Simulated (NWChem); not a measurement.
Species: GeHClF$_{2}$; SMILES [F][GeH]([F])[Cl]

```xyz
5

Ge     0.2947    -0.3237     0.0000
F     -0.4654    -1.0387    -1.3657
F     -0.4654    -1.0387     1.3657
Cl    -0.1669     1.7460     0.0000
H      1.7853    -0.6273     0.0000
```
Atoms are numbered in this order, from 1.

Coordinates come from a PBE0/def2-SVP optimisation.

Symmetry labels are those of Cs in the frame above (b1 and b2, or b-type labels, depend on it).

Q: List the 4 lowest vertical singlet excitations from PBE0/def2-SVPD, TDA (NWChem).

A: 
| state | energy (eV) | oscillator strength | symmetry | leading excitation (squared amplitude) |
|---|---|---|---|---|
| S1 | 7.48 | 0.031 | a' | HOMO → LUMO (0.96) |
| S2 | 7.49 | 0.014 | a" | HOMO−1 → LUMO (0.98) |
| S3 | 8.48 | 0.004 | a" | HOMO → LUMO+1 (0.98) |
| S4 | 8.63 | 0.023 | a' | HOMO−1 → LUMO+1 (0.69) |
